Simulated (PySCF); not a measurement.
Simulation results for CH$_{4}$AlO, H$_{3}$O$_{3}$Si

All values are calculated (PySCF 2.14.0). Calculation on a computer-drawn molecule: the log of a Hartree-Fock and frozen-core CCSD(T) single point meant for a local Hartree-Fock minimum, with one planted fault or none, to be diagnosed. Offsets are logged minus clean, where the clean run is the same molecule without the fault. The reference is restricted for singlets and unrestricted otherwise, and also for a bond in bohr or an excited solution. Adding or removing an electron swaps singlet and doublet. The excited solution moves the top pair (singlet) or top alpha electron (doublet) to the lowest empty orbital. Highest occupied and lowest empty are orbital energies over both spins, largest force is the largest gradient component, triples share is (T) over the correlation energy, the T1 limit is 0.02 restricted and 0.045 unrestricted, electrons count all cores, a negative frequency is imaginary (commonest isotopes), and the dipole is about the centre of nuclear charge.

Common to all runs: meant basis cc-pV(D+d)Z; logged SCF converged yes; possible faults no fault, one electron removed, one electron added, multiplicity raised by two, geometry at a saddle point, SCF held on an excited solution, minimal basis STO-3G, one bond length entered in bohr, all coordinates scaled.

(1) 
```xyz
7
formula=CH4AlO meant_charge=0 meant_multiplicity=2 logged_electrons=31 logged_basis_functions=71 logged_spin_squared=0.7745 logged_highest_occupied=-3.298 logged_lowest_empty=-1.7398 logged_largest_force=0.074213 logged_dipole_magnitude=8.2408 logged_SCF_stable_within_its_kind=no logged_energy_HF=-356.76471
O     -2.4736    -2.1530    -2.7550
C     -1.5026    -2.2194    -1.8064
Al    -0.7143    -0.6168    -1.0855
H     -2.7608    -3.0172    -3.0095
H     -1.2354    -3.2371    -1.5157
H      0.4086    -0.7996     0.0136
H     -1.1772     0.8089    -1.5783
```

Units: logged_highest_occupied, logged_lowest_empty in eV; logged_largest_force in hartree/bohr; logged_dipole_magnitude in debye; logged_energy_HF in hartree.

Drawn bonds:
```csv
atom,other atom,order
1,2,1
2,3,1
1,4,1
2,5,1
3,6,1
3,7,1
```

Notes: coupled-cluster numbers left out as unreliable.

(2) 
```xyz
7
formula=H3O3Si meant_charge=1 meant_multiplicity=1 logged_electrons=41 logged_basis_functions=80 logged_spin_squared=0.7585 logged_highest_occupied=-4.0299 logged_lowest_empty=3.3971 logged_largest_force=0.089288 logged_T1_diagnostic=0.043117 logged_D1_diagnostic=0.2913 logged_triples_share=0.023323 logged_CC_converged=yes logged_dipole_magnitude=1.7023 logged_SCF_stable_within_its_kind=yes logged_energy_HF=-515.28289 logged_energy_CCSD(T)=-515.96768
O     -1.2199    -0.8118     0.8908
Si     0.0161    -1.4015     0.1544
O      1.2435    -1.8974     0.9701
O      0.0251    -1.4950    -1.3977
H     -2.0332    -0.4727     0.5282
H      1.3790    -1.9026     1.9132
H      0.7032    -1.8288    -1.9778
```

Units: logged_highest_occupied, logged_lowest_empty in eV; logged_largest_force in hartree/bohr; logged_dipole_magnitude in debye; logged_energy_HF, logged_energy_CCSD(T) in hartree.

Drawn bonds:
```csv
atom,other atom,order
1,2,1
2,3,1
2,4,1
1,5,1
3,6,1
4,7,1
```

Question: Which fault was planted in the run of CH$_{4}$AlO (entry 1)?
Answer: SCF held on an excited solution

Question: H$_{3}$O$_{3}$Si (entry 2): planted fault?
Answer: one electron added

Further results for CH$_{4}$AlO (entry 1):

```
HF energy offset from clean run : 101.1 kcal/mol
```

Further results for H$_{3}$O$_{3}$Si (entry 2):

```
HF energy offset from clean run      : -78 kcal/mol
CCSD(T) energy offset from clean run : -91.21 kcal/mol
```
